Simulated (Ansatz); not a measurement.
Cost and result for the atomization energy of `F[Si]1([SiH3])BO1` (9 atoms, 9 bonds).

Cartesian coordinates in Å:
```
F -0.043 2.157 -0.547
Si -0.406 0.613 -0.329
Si 1.008 -0.248 1.317
B -1.603 -0.257 -1.512
O -0.290 -0.267 -1.820
H 2.429 -0.023 0.946
H 0.731 -1.702 1.433
H 0.716 0.423 2.609
H -2.541 -0.695 -2.097
```

The species carries charge 0 and has multiplicity 1. The geometry is a stationary point of PBE0-D4/def2-TZVP. Program: Ansatz. All runs use 4 threads of an Intel Xeon Platinum 8259CL on a shared host. Times are those of one run each, without the atoms' runs, and a repeat can differ threefold. Electronic energies, without spin–orbit coupling; frozen cores. CCSD(T)/CBS adds CCSD(T) − MP2 in def2-TZVPP to the MP2 limit, and its time is that of the two runs behind it. T1 = 0.016. B3LYP takes the VWN-RPA correlation (the form of Gaussian; ORCA's B3LYP/G). HSE06 is the plane-wave form, built on full-range PBE exchange.

CCSD(T)/CBS is a level of theory with its own doubt, some kJ/mol a heavy atom from the limit and from the frozen cores, so smaller differences don't rank the functionals.

```
                            level  functions  wall time
           LDA (SPW92)/def2-TZVPP        233      1.1 s
             revPBE-D4/def2-TZVPP        233      1.7 s
               BLYP-D4/def2-TZVPP        233      1.7 s
  PBE-D4/def2-TZVPP (with forces)        233      2.1 s
               PBE0-D4/def2-TZVPP        233      2.5 s
                 CCSD(T)/def2-SVP         98      2.7 s
              HSE06-D4/def2-TZVPP        233      2.9 s
B3LYP-D4/def2-TZVPP (with forces)        233      3.7 s
                B97M-V/def2-TZVPP        233      6.5 s
               ωB97X-V/def2-TZVPP        233      6.5 s
                   MP2/def2-QZVPP        431       15 s
               CCSD(T)/def2-TZVPP        233       54 s
                CCSD(T)/CBS(def2)          –       69 s
```

What atomization energy does each give, and how far from CCSD(T)/CBS? (An estimate is asked.)

The calculation gave: 
```
                            level  atomization (kJ/mol)  difference from CCSD(T)/CBS  per bond
           LDA (SPW92)/def2-TZVPP                3692.0                        454.5      50.5
             revPBE-D4/def2-TZVPP                3196.1                        -41.4      -4.6
               BLYP-D4/def2-TZVPP                3228.4                         -9.1      -1.0
  PBE-D4/def2-TZVPP (with forces)                3279.8                         42.3       4.7
               PBE0-D4/def2-TZVPP                3214.3                        -23.2      -2.6
                 CCSD(T)/def2-SVP                2993.8                       -243.7     -27.1
              HSE06-D4/def2-TZVPP                3216.5                        -21.0      -2.3
B3LYP-D4/def2-TZVPP (with forces)                3226.7                        -10.8      -1.2
                B97M-V/def2-TZVPP                3264.7                         27.2       3.0
               ωB97X-V/def2-TZVPP                3260.4                         22.9       2.5
                   MP2/def2-QZVPP                3276.1                         38.6       4.3
               CCSD(T)/def2-TZVPP                3142.4                        -95.1     -10.6
                CCSD(T)/CBS(def2)                3237.5                          0.0       0.0
```

From PBE to PBE0 (25 % exact exchange), in def2-TZVPP and without D4, the atomization energy moves by −62.6 kJ/mol: exact exchange takes away binding that semilocal exchange gives to molecules. At CCSD(T), def2-SVP lies −243.7 kJ/mol from the extrapolated value and def2-TZVPP −95.1 kJ/mol: correlation converges slowly with the basis, and small sets miss more of it in the bonded molecule than in its fragments. The D4 term adds +31.5 kJ/mol with B3LYP and +16.4 kJ/mol with PBE0; it sums over pairs of atoms, weighted by their polarisabilities, and B3LYP, whose exchange is more repulsive, gets the larger term.
